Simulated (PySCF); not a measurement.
# Fractional electron number in Re (rhenium, neutral)

The 6s beta orbital of [Xe] 4f14 5d5 6s2 is emptied in steps (occupation f), with all orbitals relaxed, ending at [Xe] 4f14 5d5 6s1. All numbers are calculated (PySCF 2.14, a scalar-relativistic core potential, in def2-TZVP with the def2 core potential (60 electrons) (6s4p3d1f, 40 functions)). The exact energy is a straight line in f; departures are measured from the line between the end points of the same method.

| f | PBE0 (eV) |
| --- | --- |
| 1 | 0.000 |
| 0.9 | -0.182 |
| 0.7 | -0.425 |
| 0.5 | -0.506 |
| 0.3 | -0.423 |
| 0.1 | -0.175 |
| 0 | 0.000 |

```json
{"method": "PBE0", "E(f=0) − E(f=1) (eV)": "7.329", "−ε at f=1 (eV)": "5.311", "−ε at f=0.5 (eV)": "7.330"}
```

Orbital energy along the path (eV):

| f | PBE0 |
| --- | --- |
| 1 | -5.311 |
| 0.9 | -5.712 |
| 0.7 | -6.517 |
| 0.5 | -7.330 |
| 0.3 | -8.157 |
| 0.1 | -8.971 |
| 0 | -8.961 |

Reference removal energy between the ground levels: 7.834 eV (measured; NIST Atomic Spectra Database, ionization energies).
